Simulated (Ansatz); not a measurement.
Total energies of C₂H₅BOSi, SMILES `BO[SiH2]C#C`.

```xyz
10

B     0.0781   -0.8955    2.0254
O     0.6177   -0.7145    0.8034
Si   -0.0720   -0.5965   -0.6946
C     0.0840    1.1181   -1.2812
C     0.1716    2.2491   -1.6898
H    -1.1130   -1.0215    2.1446
H     0.8174   -0.9292    2.9676
H     0.6705   -1.4961   -1.6025
H    -1.5060   -0.9641   -0.6248
H     0.2516    3.2502   -2.0481
```

Total charge 0; spin multiplicity 1. The geometry is a stationary point of PBE0-D4/def2-TZVP. It is one conformer, not always the lowest. Basis def2-TZVPP, Ansatz 0.2.0.

RPA on PBE orbitals: Hartree–Fock energy of these orbitals -467.18449 Eh, correlation -1.25162 Eh (frozen core).

```csv
functional,energy without D4 (Eh),D4 term (kJ/mol)
revPBE,-468.75114,-56.4
BLYP,-468.81693,-41.1
```

**Question.** Give the same for LDA (SPW92), PBE, r2SCAN, B97M-V, PBE0, B3LYP, r2SCANh, r2SCAN0, HSE06 (plane-wave form), BHLYP, CAM-B3LYP, LC-ωPBE, ωB97X-V, ωB97M-V, B2PLYP, PBE-QIDH. (Best estimate.)

**Answer.** The calculation gave: 
| functional | energy without D4 (Eh) | D4 term (kJ/mol) |
| --- | --- | --- |
| LDA (SPW92) | -466.13695 | – |
| PBE | -468.48484 | -18.7 |
| r2SCAN | -468.74139 | -4.7 |
| B97M-V | -468.79027 | – |
| PBE0 | -468.52886 | -15.9 |
| B3LYP | -468.90924 | -30.2 |
| r2SCANh | -468.73088 | -5.0 |
| r2SCAN0 | -468.71615 | -5.5 |
| HSE06 (plane-wave form) | -468.51236 | -14.8 |
| BHLYP | -468.78525 | -23.3 |
| CAM-B3LYP | -468.79826 | -16.2 |
| LC-ωPBE | -468.64828 | – |
| ωB97X-V | -468.77271 | – |
| ωB97M-V | -468.78486 | – |
| B2PLYP | -468.61653 | – |
| PBE-QIDH | -468.42137 | – |

B3LYP takes the VWN-RPA correlation (the form of Gaussian; ORCA's B3LYP/G). HSE06 is the plane-wave form, built on full-range PBE exchange. The double hybrids freeze the cores in their second-order part.

LC-ωPBE has ω = 0.4 bohr⁻¹.
